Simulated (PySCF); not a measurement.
**[CrCl5]2-: multiplets, ligand field and magnetism**

The complex [CrCl5]2- (charge -2) contains Cr(III), shell d3. The structure is a PBE0-D3(BJ)/def2-TZVP, IEF-PCM water geometry optimised for multiplicity 4; coordination square pyramidal, point group C4v, metal–donor distances 2.25–2.33 Å.

```
6

Cr    0.0000    0.0000    0.0000
Cl    2.2983    0.0000   -0.3530
Cl   -2.2983    0.0000   -0.3530
Cl    0.0000    0.0000    2.2486
Cl    0.0000   -2.2983   -0.3530
Cl    0.0000    2.2983   -0.3530
```

Method (PySCF 2.14, density fitting): CASSCF(3,5) with orbitals averaged over all microstates of the shell, strongly contracted NEVPT2 on the averaged canonical orbitals; basis x2c-TZVPall on the metal, x2c-SVPall elsewhere; spin-free X2C; IEF-PCM water; spin-orbit coupling by state interaction with the mean-field operator over all roots.

## Spin-free states

```
2S+1  deg.  symmetry  free-ion term  CASSCF / cm⁻¹  NEVPT2 / cm⁻¹    f(ED)          occupations
   4     1       4B1        4F 1.00              0              0        –  1.0 1.0 1.0 0.0 0.0
   4     2        4E        4F 0.97           6894           8468  7.6e-05  0.5 0.5 1.0 0.9 0.1
   4     1       4A2        4F 0.74          13213          15011        0  0.7 0.7 0.3 1.0 0.3
   2     1       2A1        2G 0.69          17954          16336        –  1.0 1.0 0.9 0.1 0.0
   4     1       4B2        4F 1.00          13007          16506        0  1.0 1.0 0.0 0.0 1.0
   2     1       2B1        2G 0.69          18383          16750        –  1.0 1.0 1.0 0.0 0.1
   2     2        2E        2G 0.57          18993          17486        –  0.9 0.9 1.0 0.1 0.0
   2     1       2A2        2G 0.47          19191          17604        –  1.0 1.0 0.9 0.0 0.0
   4     2        4E        4F 0.95          17112          21059  4.7e-04  0.5 0.5 0.4 0.6 1.0
   2     2        2E        2G 0.69          22983          22543        –  0.6 0.6 0.9 0.8 0.1
   2     1       2B2        2H 0.47          23704          22630        –  0.8 0.8 0.8 0.5 0.1
   2     1       2A1        2G 0.83          23450          23296        –  0.3 0.3 1.4 0.8 0.1
   2     2        2E        2H 0.61          25041          23965        –  0.8 0.8 0.7 0.6 0.1
   4     1       4A2        4P 0.74          26136          27227        0  0.3 0.3 0.7 1.0 0.7
   2     2        2E        2H 0.42          28322          27707        –  0.5 0.5 1.1 0.6 0.3
```

Only the lowest 15 spin-free levels are listed. Energies are counted from the ground state at NEVPT2 level. Weights follow the labels. f(ED) is the electric-dipole oscillator strength from the ground state at the fixed geometry, without vibronic coupling; occupations, where given, run over the ligand-field orbitals from the lowest.

Ligand-field fit:

```json
{"cm⁻¹": "B", "CASSCF": "974"}
{"cm⁻¹": "B, free ion", "CASSCF": "1155"}
{"cm⁻¹": "C", "CASSCF": "3698"}
{"cm⁻¹": "C, free ion", "CASSCF": "4321"}
{"cm⁻¹": "rms of the fit", "CASSCF": "325"}
```

```tsv
orbital	CASSCF / cm⁻¹	metal share	main function
1	0	0.95	degenerate set
2	0	0.95	degenerate set
3	447	0.96	xy 1.00
4	5362	0.88	z2 1.00
5	12786	0.85	x2-y2 1.00
```

ζ = 235 cm⁻¹, against 278 for the free ion.

## Spin-orbit levels

```tsv
E / cm⁻¹	deg.	make-up	g (S′ = 1/2)
0.0	2	1.00 4B1	1.97 3.89 3.89
2.2	2	1.00 4B1	0.00 0.00 5.91
8326.1	2	1.00 4E	0.21 0.21 3.70
8429.2	2	1.00 4E	0.22 0.32 0.32
8523.2	2	1.00 4E	0.47 0.47 4.06
8611.6	2	1.00 4E	0.57 0.57 7.98
15004.5	2	0.99 4A2	0.00 0.00 5.99
15010.9	2	0.99 4A2	2.00 3.99 3.99
16345.6	2	0.98 2A1	1.54 1.65 1.65
16366.0	2	0.74 4B2 + 0.25 2B1	2.02 3.35 3.35
16497.7	2	0.98 4B2	–
16859.5	2	0.72 2B1 + 0.24 4B2 + 0.04 2E	–
17482.8	2	0.95 2E	–
17487.7	2	0.69 2E + 0.28 2A2	–
17652.0	2	0.71 2A2 + 0.28 2E	–
21002.0	2	0.99 4E	–
```

Only the lowest levels are listed: 32 of 120 states.

## Magnetism

The ground multiplet follows a spin Hamiltonian with S = 3/2, g = 1.943, 1.943, 1.971, D = 1.08 cm⁻¹, E/|D| = 0.00 (spin-orbit part alone); the lowest levels hold 100 % of the spin-free ground state. μeff is 3.83 μB at 300 K and 3.77 μB at 10 K; the spin-only value is 3.88 μB.

```
T / K  χT / cm³ K mol⁻¹  μeff / μB  χT along axes a, b, c
    2             1.664       3.65         0.87 2.06 2.06
    5             1.762       3.75         1.38 1.95 1.95
   10             1.781       3.77         1.60 1.87 1.87
   20             1.788       3.78         1.71 1.83 1.83
   30             1.791       3.78         1.75 1.81 1.81
   50             1.794       3.79         1.78 1.80 1.80
   75             1.798       3.79         1.80 1.80 1.80
  100             1.802       3.80         1.81 1.80 1.80
  150             1.809       3.80         1.82 1.80 1.80
  200             1.816       3.81         1.83 1.81 1.81
  250             1.823       3.82         1.83 1.82 1.82
  300             1.830       3.83         1.84 1.83 1.83
```

Axes in the frame of the coordinates: a = (0.00, 0.00, 1.00); b = (1.00, 0.07, 0.00); c = (-0.07, 1.00, 0.00).

Powder magnetisation at 2 K: 0.72 μB at 0.5 T, 1.33 μB at 1 T, 2.12 μB at 2 T, 2.49 μB at 3 T, 2.79 μB at 5 T, 2.87 μB at 7 T.

Charge-transfer states lie outside this active space and may come lower than some of these levels. NEVPT2 lifts 4E from 6894 to 8468 cm⁻¹; on the d shell alone such lifts tend to overshoot. NEVPT2 on the d shell alone tends to put d–d bands too high for such charged or covalently bound ions.

The job took 9.4 s on one thread of Arm Neoverse V2 (shared host), with 138 basis functions and a peak of 0.67 GiB, launched as `OMP_NUM_THREADS=1 python lf_run.py task.json out`.
